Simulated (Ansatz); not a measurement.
```yaml
crystal:
  periodic: [false, false, false]
  atoms:
    - {symbol: Ge, position_ang: [-1.122767, 1.084524, -0.586476]}
    - {symbol: C, position_ang: [-0.243391, -0.722003, -0.349355]}
    - {symbol: Ge, position_ang: [1.275827, -0.633584, 0.785855]}
    - {symbol: H, position_ang: [-2.332888, 0.946116, -1.532672]}
    - {symbol: H, position_ang: [-0.146647, 2.022261, -1.275134]}
    - {symbol: H, position_ang: [-1.532477, 1.606364, 0.741506]}
    - {symbol: H, position_ang: [0.045840, -1.080032, -1.348064]}
    - {symbol: H, position_ang: [-1.055052, -1.308563, 0.066766]}
    - {symbol: H, position_ang: [0.960406, -0.144383, 2.222780]}
    - {symbol: H, position_ang: [2.350078, 0.303899, 0.227799]}
    - {symbol: H, position_ang: [1.899902, -2.050949, 0.975162]}
basis:
  gaussian: {orbitals: ANO-RCC-VTZP, point_charges: [{charge: 0.50, position_ang: [5.993, -0.920, 0.018]}]}
magnetization: {spin_polarized: true, initial_magnetization: 3}
hamiltonian: {xc: {name: LC-wPBE}}
scf: {lower_state_search: off}
```

```sh
$ ansatz run in.yaml --threads 4 --pin off --events-out ev --progress --plain --max-ram 10444MiB
```

Shortened log:

```
Error: a molecule whose nuclei and cores have a total charge of 78 cannot have a net charge of 0 together with 3 unpaired electrons
```

In this input the number of unpaired electrons doesn't fit the electron count. The program refused the input.
